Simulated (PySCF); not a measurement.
Which level of theory gave which numbers?

[FeH6]4- (charge -4 and singlet state).
Hydrogens: H2, H3, H4, H5, H6, H7 on Fe1.

The closed-shell ground state was solved 3 times with PySCF (density fitting, gas phase), always in the pcSseg-1 (pcSseg-2 on Fe) basis (103 functions), with these functionals: B3LYP, PBE and PBE0. Isolated species at its PBE0-D3(BJ)/def2-SVP geometry, gas phase. Whether so highly charged an anion holds all its electrons in the gas phase wasn't checked; a finite basis holds them in any case. No counter-ion or solvent screens the charge of this multiply charged ion. Where the HOMO energy is positive, the finite basis confines the outermost electrons. No diffuse functions stand in pcSseg-1 (pcSseg-2 on Fe), which bears on an anion's orbital energies.

```
row  total energy (Eh)  HOMO (eV)  LUMO (eV)
  P         -1265.8493      18.20      19.30
  Q         -1266.0978      17.64      19.96
  R         -1265.7947      17.41      20.06
```

**Question.** Which functional belongs to which row?

**Answer.** P = PBE, Q = B3LYP, R = PBE0. By rising HOMO–LUMO gap: PBE (GGA) 1.10 eV; B3LYP (global hybrid, 20 % exact exchange) 2.32 eV; PBE0 (global hybrid, 25 % exact exchange) 2.65 eV. Total energies of different functionals aren't bounds to one another; each is stationary for its own functional.
The closed-shell solution of the metal species wasn't tested for stability.
